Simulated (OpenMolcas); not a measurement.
Yb4+: effect of correlating more closed shells

```yaml
Program: OpenMolcas
Basis: ANO-R2 [8s6p4d3f1g]
Scalar_Hamiltonian: X2C, finite nucleus
Active_space: 12 electrons in 7 orbitals (4f)
State_averaging: 2S+1 = 3 even, 21 roots; 2S+1 = 1 even, 28 roots (27 in the spin-orbit step)
Spin-orbit_coupling: state interaction with AMFI integrals over the reference wave functions, term energies averaged over their components
```

Methods on the same reference wave functions:
A. CASSCF
B. SS-CASPT2, IPEA 0.25 Eh, imaginary shift 0.1 Eh (closed shells correlated: 5s 5p)
C. SS-CASPT2, IPEA 0.25 Eh, imaginary shift 0.1 Eh (closed shells correlated: 4d 5s 5p)

Energies in eV above 4f¹² ³H₆, the measured ground level; measured values from the list in Tchang-Brillet, Wyart, Meftah and Ait Mammar, Atoms 6, 52 (2018).

| Level | A | B | C | Measured |
| --- | --- | --- | --- | --- |
| 4f¹² ³H₆ | 0.0000 | 0.0000 | 0.0000 | 0.0000 |
| 4f¹² ³F₄ [55 %] | 0.9050 | 0.800 | 0.771 |  |
| 4f¹² ³H₅ | 1.1982 | 1.200 | 1.202 | 1.1878 |
| 4f¹² ³H₄ [57 %] | 1.8806 | 1.827 | 1.814 | 1.7860 |
| 4f¹² ³F₃ | 2.2650 | 2.096 | 2.056 | 2.0299 |
| 4f¹² ³F₂ | 2.4272 | 2.217 | 2.165 | 2.0925 |
| 4f¹² ¹G₄ [56 %] | 3.0983 | 3.068 | 3.056 | 2.9995 |
| 4f¹² ¹I₆ | 5.6072 | 5.320 | 5.182 | 4.8401 |
| 4f¹² ³P₁ | 6.1766 | 5.630 | 5.503 |  |
| 4f¹² ³P₂ [63 %] | 6.3118 | 5.825 | 5.711 | 5.3461 |
| 4f¹² ³P₀ | 6.3696 | 5.823 | 5.696 |  |

Deviations, from unrounded energies. A percentage is the sum of absolute deviations over the sum of measured energies, with the sign that they share, or ± where signs differ.

| Against measurement | Levels | A | B | C |
| --- | --- | --- | --- | --- |
| mean absolute deviation (cm-1) | 7 | 2900 | 1500 | 1000 |
| fine structure of the ground term (%) | 2 | +3.5 | +1.8 | +1.4 |
| other terms of the ground configuration (%) | 5 | +13.9 | +7.0 | +5.0 |

C lies closest to measurement on these levels and A furthest from it. The largest miss of C in the table is 4f¹² ³P₂ [63 %], by +2900 cm-1. The ranking rests on the paired levels alone, and a cruder setting can come out closer through cancelling errors.

Between B and C the level of the table that moves most is 4f¹² ¹I₆, by 1100 cm-1 (lowest in C, highest in B). Moves below CASPT2's spread within the term are not significant.

The mean deviations of B to C differ by less than CASPT2's widest spread within a term (820 cm-1), so their order carries little weight.

From A to B the spin-free energies of the other terms of 4f¹² shown, above ³H, scale by factors of 0.84 to 0.98.

The lowest spin-free term lies below A's lowest term by 0.850 hartree in B, 1.208 hartree in C.

What an inner shell adds also hangs on whether the basis holds functions to correlate it.

Term energies are means over components that CASPT2 splits; among the terms shown or strongly mixed into the levels shown the widest spread is 820 cm-1 (4f¹² ¹I, C). Some high roots are left out of the spin-orbit mixing, which shifts the levels that they would mix with. Without dynamic correlation excited terms often stand tens of per cent too high (terms of higher spin than the ground term too low), and those without a measured partner can miss by more than the paired ones (holds for A). Measured partners are found by configuration, term and J. A level has none where our copy of the source lacks it or the pairing is in doubt (some pairs that miss far off the trend of their configuration count as doubtful), and it then counts in no deviation. Only configurations of the active space appear. The table leaves out levels that lie high or whose names do not pair safely across all columns.

A share in square brackets marks a mixed level and gives the weight of the term that names it, the lowest over the columns.
